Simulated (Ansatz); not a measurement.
A ladder of methods for SbH3 (stibine)

The species is SbH3 (4 atoms), meant as a singlet with charge 0. As SMILES, `[SbH3]`. Geometry: optimised at wB97X-V/def2-SVP.

```xyz
4

Sb    0.4519   -0.3069   -0.4600
H     0.8492    0.0711    1.1562
H    -1.0410   -0.9895    0.0068
H    -0.2600    1.2252   -0.7030
```

Quantity: the adiabatic electron affinity (to the doublet anion, shapes relaxed at wB97X-V/def2-SVP, no zero-point term), in eV. The values are calculated.

The electron affinity is E(neutral) − E(anion): positive where the electron is bound.

| level | kind | program | value (eV) | less CCSD(T)/def2-TZVPP | CPU time (all runs) |
| --- | --- | --- | --- | --- | --- |
| HF/def2-TZVPP (core potential) | Hartree–Fock | Ansatz | -1.65 | -0.29 | 0.91 s |
| SVWN5/def2-TZVPP (core potential) | LDA | Ansatz | -1.02 | +0.34 | 1.5 s |
| PBE/def2-TZVPP (core potential) | GGA | Ansatz | -1.03 | +0.33 | 2.5 s |
| B3LYP/def2-TZVPP (core potential) | global hybrid | Ansatz | -1.00 | +0.36 | 2.4 s |
| wB97M-V/def2-TZVPP (core potential) | range-separated hybrid | Ansatz | -1.21 | +0.15 | 10 s |
| B2PLYP/def2-TZVPP (core potential) | double hybrid | Ansatz | -1.21 | +0.15 | 4.6 s |
| RPA@PBE/def2-TZVPP (core potential) | RPA | Ansatz | -1.10 | +0.26 | 4.7 s |
| MP2/def2-TZVPP (core potential) | perturbation theory | Ansatz | -1.40 | -0.04 | 1.7 s |
| CCSD(T)/def2-TZVPP (core potential) | coupled cluster or CI | Ansatz | -1.36 | 0.00 | 19 s |

CCSD(T)/def2-TZVPP (core potential) is the highest level here, not the true value. Spin-orbit coupling, which can split open shells on such heavy atoms by tenths of an eV, is left out. The values span -1.65 to -1.00 eV. In the correlated wave-function rows the outer d shell of Sb is correlated, in sets not made for it. Negative values mean that the anion is unbound at that level; they are set by how diffuse the basis is and aren't properties of the molecule, whose anion may well be bound. In so small a basis fixed costs decide the times, and correlated methods can beat functionals. CPU times are rough (shared hosts, several kinds of processor and program).
